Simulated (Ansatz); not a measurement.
Species: ZnCl, net charge 1, singlet state. 
Geometry from a B3LYP-D3(BJ)/def2-TZVP (Ansatz, a program for electronic structure) optimisation:
```
Zn
Cl 1 2.0730
```
Charge +1, spin multiplicity 1.

Basis-set convergence of Hartree-Fock and CCSD correlation energies (hartree) with Ansatz. Cores are frozen in the correlated levels unless marked. No spin-orbit coupling. The frozen core is the preceding noble-gas configuration, with the filled d and f shells of earlier blocks. Non-relativistic.

| basis | functions | E(HF) | E(corr, CCSD) |
|---|---|---|---|
| def2-SVPD | 61 | -2236.66008 | -0.41314 |
| def2-TZVPPD | 118 | -2237.05217 | -0.62419 |
| def2-QZVPPD | 179 | -2237.10781 | -0.66928 |

Extrapolating the two largest sets (X = 3 and 4) as X^-3: E(corr) = (64·(-0.66928) - 27·(-0.62419))/37 = -0.7022 Eh, an estimate of the basis-set limit. The largest set recovers 95.3 % of it, the smallest 58.8 %.
